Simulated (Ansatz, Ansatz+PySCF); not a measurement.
```yaml
atoms:
  - { symbol: B, position_ang: [0.0000, 0.0000, -0.1920] }
  - { symbol: H, position_ang: [0.0000, 0.0000, 0.9601] }
```

Basis set: def2-SVP (spherical functions). Correlated methods keep 1 orbital frozen. Charge 0, multiplicity 1.

Computed with Ansatz (development build ahead of 0.2.0); each method stands on the lowest determinant of its kind that the runs found. Restricted open shells among the atoms or ions are ROHF, correlated in semicanonical orbitals with singles.

The atomization energy at this shape (free ground-state atoms in the same class of orbitals less the molecule, no zero-point energy) of singlet BH:

```tsv
method	atomization energy
RHF-CCSD(T)	78.93 kcal/mol
UHF-MP2	73.10 kcal/mol
UHF	65.37 kcal/mol
RHF	62.58 kcal/mol
```

(1) What does RHF-MP2 give?

Answers

(1) 75.50 kcal/mol. Caution for UHF-MP2: another reference gives a lower total. Caution for UHF-MP2, UHF: the determinant breaks the point group; the unrestricted determinant is spin contaminated.
